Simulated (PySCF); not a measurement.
**Cu₃, doublet: molecular constants**

Method: UPBE0 in PySCF with Cu def2-TZVP; no relativity; density-fitted integrals.

The structure is a minimum.

```xyz
3
charge 0 multiplicity 2, angstrom
Cu   -1.2433   -0.3444    0.0000
Cu    0.6217    0.1722    1.3144
Cu    0.6217    0.1722   -1.3144
```

| Property | Result |
| --- | --- |
| Point group | C2v |
| Bond lengths | Cu–Cu 2.339 Å (×2), Cu–Cu 2.629 Å |
| Bond angles | Cu–Cu–Cu 55.8° (×2), Cu–Cu–Cu 68.4° |
| Lowest empty level (α) | -2.57 eV |
| Heat capacity Cp at 298.15 K | 56.8 J/(mol K) |
| Principal quadrupole moments (Buckingham, traceless) about the centre of mass | -6.46, -2.27, 8.73 D Å |
| Atomisation energy without zero-point energy | 268 kJ/mol |
| Rotational symmetry number | 2 |
| Dipole moment | 0.73 D |
| Enthalpy at 298.15 K above 0 K | 14.87 kJ/mol |
| Principal polarisabilities | 60.1, 109.5, 207.2 bohr³ |
| Entropy at 298.15 K and 1 bar (electronic part: spin only) | 324.3 J/(mol K) |
| Spin squared ⟨S²⟩ | 0.761 |
| Rotational constants | 0.1073, 0.07753, 0.04501 cm⁻¹ |
| Zero-point energy | 2.9 kJ/mol |
| Highest occupied level (α) | -4.09 eV |

Harmonic modes (masses in u: Cu 62.930):
| symmetry | ω (cm⁻¹) | IR (km/mol) |
| --- | --- | --- |
| a1 | 98 | 1.7 |
| b2 | 147 | 28.4 |
| a1 | 240 | 1.7 |

In C2v the vibrations span 2a1 + b2. Here b1 is antisymmetric to the molecular plane and b2 lies in it.

Charges (e):
```csv
atom,Mulliken,Löwdin,polar tensor,spin (Mulliken),Mayer order to Cu1
Cu1,0.15,0.11,0.44,0.01,–
"Cu2,3",-0.07,-0.05,-0.22,0.50,0.62
```
Other Mayer orders above 0.3: Cu–Cu 0.33.

Mulliken populations on Cu1: s 6.77, p 12.15, d 9.93, f 0.00.

Outer orbital energies (eV). α occupied: -7.25, -7.21, -7.20, -7.16, -7.13, -6.89, -6.85, -4.09; empty: -2.57, -0.30, 0.49, 0.56. β occupied: -7.24, -7.21, -7.19, -7.17, -7.09, -7.08, -6.76, -6.63; empty: -2.33, -2.10, 0.19, 0.71.

Only a few start shapes were tried, so a lower isomer may exist. With open d or f shells other occupations or spin states may lie lower.

The final relaxation and frequency run took 99 s on 4 threads of a shared AMD EPYC 7R43 64-Core (Zen 3) host, with 135 basis functions and 9 gradients; the process peaked at 1.1 GiB.
